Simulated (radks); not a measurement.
Values are calculated unless marked as measured or tabulated.
Species: the tantalum ion Ta18+. Configuration: [Kr] 4d10 4f9. Level of theory: Dirac Kohn-Sham, BLYP, spin-unpolarised, spherical densities, finite nucleus; open shells fill j = l - 1/2 first; Fermi nuclear charge, rms radius 5.3507 fm (a radial shooting solver on a logarithmic mesh with Libxc functionals). Some entries of the table are withheld. Estimate them.

| orbital | occ. | eigenvalue (hartree) | <r> (bohr) | r(max) (bohr) |
|---|---|---|---|---|
| 1s1/2 | 2 | -2488.287 | 0.01867 | 0.01168 |
| 2s1/2 | 2 | -440.8012 | (1) | 0.06705 |
| 2p1/2 | 2 | -422.1090 | 0.06486 | 0.04992 |
| 2p3/2 | 4 | -375.4096 | 0.07270 | 0.05665 |
| 3s1/2 | 2 | -113.5441 | 0.2042 | 0.1889 |
| 3p1/2 | 2 | -105.2178 | 0.1941 | 0.1769 |
| 3p3/2 | 4 | -95.15214 | 0.2086 | 0.1908 |
| 3d3/2 | 4 | -81.05743 | 0.1828 | 0.1496 |
| 3d5/2 | 6 | -78.86480 | 0.1872 | 0.1535 |
| 4s1/2 | 2 | -35.54179 | (2) | 0.4265 |
| 4p1/2 | 2 | -32.07871 | 0.4552 | 0.4259 |
| 4p3/2 | 4 | -29.64425 | 0.4849 | 0.4538 |
| 4d3/2 | 4 | -23.91311 | 0.4938 | 0.4484 |
| 4d5/2 | 6 | -23.44590 | 0.5031 | 0.4569 |
| 4f5/2 | 6 | -16.19820 | 0.5175 | (3) |
| 4f7/2 | 3 | -16.09873 | 0.5220 | (4) |
| 5s1/2 | 0 | (5) | 0.9120 | 0.8847 |
| 5p1/2 | 0 | -14.36151 | (6) | (7) |
| 5p3/2 | 0 | -13.69936 | (8) | (9) |

Answer. 
(1) 2s1/2 <r> (bohr): 0.07834
(2) 4s1/2 <r> (bohr): 0.4515
(3) 4f5/2 r(max) (bohr): 0.4123
(4) 4f7/2 r(max) (bohr): 0.4161
(5) 5s1/2 eigenvalue (hartree): -15.68223
(6) 5p1/2 <r> (bohr): 0.9476
(7) 5p1/2 r(max) (bohr): 0.9162
(8) 5p3/2 <r> (bohr): 0.9941
(9) 5p3/2 r(max) (bohr): 0.9657
